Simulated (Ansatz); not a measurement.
Computed with Ansatz on PBE0-D4/def2-TZVP structures; ΔE is electronic, products minus reactants. CBS: MP2 limit from def2 TZ/QZ plus the TZ coupled-cluster correction, frozen cores. This one scheme is used for every species. Functionals use def2-TZVPP. For Ge outer-core shells are correlated without core-valence functions, which leaves a few kJ/mol of doubt a bond. Scalar relativity is left out up to krypton. One conformer a species, not always the lowest.

`[F][GeH2][F]` + `BO[SiH3]` → `BO[SiH2][GeH2][F]` + H–F  (formal exchange of groups at a Ge–F bond)

`[F][GeH2][F]`:

Z-matrix (Å, degrees):
```
Ge
F 1 1.724
F 1 1.724 2 105.0
H 1 1.527 2 107.9 3 -114.9
H 1 1.527 2 107.9 3 114.9
```

`BO[SiH3]`:

```xyz
8

B    -0.792   -1.085    0.800
O    -0.667   -0.225   -0.229
Si    0.538    0.828   -0.663
H     0.088   -1.180    1.616
H    -1.795   -1.738    0.869
H     1.655    0.757    0.313
H    -0.037    2.193   -0.690
H     1.010    0.449   -2.015
```

`BO[SiH2][GeH2][F]`:

Z-matrix (Å, degrees):
```
Si
O 1 1.657
Ge 1 2.389 2 107.9
H 1 1.485 2 108.0 3 -119.0
H 1 1.486 2 110.6 3 120.6
B 2 1.350 1 131.6 3 -108.7
F 3 1.752 1 105.2 2 61.6
H 3 1.538 1 114.8 2 -53.8
H 3 1.540 1 114.2 2 177.1
H 6 1.203 2 119.9 1 -3.1
H 6 1.197 2 117.8 1 177.3
```

H–F:

Z-matrix (Å, degrees):
```
F
H 1 0.920
```

(1) Is it downhill or uphill in electronic energy at CCSD(T)/CBS, and by how much? (Best estimate.)

(2) What do these levels give: PBE-D4, r2SCAN-D4, PBE0-D4, PBE, r2SCAN, PBE0, SCS-MP2/def2-TZVPP, HF/def2-QZVPP, MP2/def2-QZVPP, SCS-MP2/def2-QZVPP, HF/CBS(def2), CCSD/CBS(def2)? (An estimate is asked.)

Largest T1 diagnostic among the species: 0.013.

Results:

(1) Ansatz gave: Uphill: ΔE = +0.63 eV.

(2) The calculation gave: PBE-D4 0.52, r2SCAN-D4 0.69, PBE0-D4 0.55, PBE 0.58, r2SCAN 0.71, PBE0 0.60, SCS-MP2/def2-TZVPP 0.81, HF/def2-QZVPP 1.01, MP2/def2-QZVPP 0.70, SCS-MP2/def2-QZVPP 0.79, HF/CBS(def2) 1.02, CCSD/CBS(def2) 0.65 eV.

In def2-TZVPP, CCSD(T) changes the Hartree–Fock value by −0.29 eV (the triples alone add −0.02 eV) and MP2 by −0.25 eV. The D4 term adds −0.09 eV with B3LYP and −0.05 eV with PBE0; it sums over pairs of atoms, weighted by their polarisabilities, and B3LYP, whose exchange is more repulsive, gets the larger term.

B3LYP here is the variant with VWN-RPA as its local correlation; programs differ in this.
